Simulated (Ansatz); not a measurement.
Reaction (ligand exchange at a B–O bond): `[SiH3]OBO[SiH3]` + HCl → `[SiH3]OBCl` + silanol

Gas-phase electronic energies from Ansatz, PBE0-D4/def2-TZVP geometries. CCSD(T)/CBS adds triple-zeta CCSD(T) − MP2 to the extrapolated MP2 energy (def2 sets, frozen cores). This one scheme is used for every species. Functionals use def2-TZVPP. One conformer a species, not always the lowest.

`[SiH3]OBO[SiH3]`:

```xyz
12

Si   -0.159   -0.882   -2.165
O    -0.073   -0.225   -0.652
B    -0.548    0.930   -0.110
O    -0.309    1.204    1.193
Si    0.520    0.312    2.319
H    -0.942    0.001   -3.067
H     1.222   -1.041   -2.682
H    -0.811   -2.209   -2.058
H    -1.176    1.711   -0.769
H     1.927    0.111    1.890
H     0.485    1.092    3.578
H    -0.134   -1.004    2.523
```

HCl:

Z-matrix (Å, degrees):
```
Cl
H 1 1.279
```

`[SiH3]OBCl`:

Cartesian coordinates in Å:
```
Si -1.145 -0.379 -0.092
O 0.282 0.221 -0.715
B 1.455 0.528 -0.156
Cl 1.710 0.315 1.583
H -1.689 0.566 0.911
H -2.066 -0.498 -1.244
H -0.905 -1.706 0.519
H 2.358 0.953 -0.806
```

`O[SiH3]`:

```xyz
6

O     0.752   -0.657   -0.804
Si   -0.311    0.224    0.096
H     1.496   -1.056   -0.353
H    -0.952   -0.603    1.155
H    -1.339    0.711   -0.852
H     0.355    1.380    0.758
```

| level | ΔE (kcal/mol) |
| --- | --- |
| r2SCAN0-D4 | 10.5 |
| B2PLYP | 10.6 |
| PBE-QIDH | 10.0 |
| CCSD/CBS(def2) | 11.1 |

Task: What does CCSD(T)/CBS give? (Estimate.)

Result: Computed: +10.6 kcal/mol. The listed levels differ from it by -0.1, 0.0, -0.6, 0.5 kcal/mol.

Task: What do rigid-rotor, harmonic-oscillator terms from PBE0-D4/def2-TZVP frequencies (298.15 K, 1 bar) make of the CCSD(T)/CBS value? (Estimate.)

Result: Ansatz gave: ΔZPE = +1.6 kcal/mol, ΔH = +11.5 kcal/mol, ΔS = 14 J/(mol·K), ΔG = +10.5 kcal/mol.

Largest T1 diagnostic among the species: 0.013.

Leaving LDA and LC-ωPBE aside and taking each functional with its dispersion term where it has one, the values, not all of them listed here, spread over 3.5 kcal/mol, from revPBE-D4 to BHLYP-D4. LDA lies +1.8 kcal/mol from PBE without D4. From PBE to PBE0 (25 % exact exchange), in def2-TZVPP and without D4, ΔE moves by +0.8 kcal/mol.
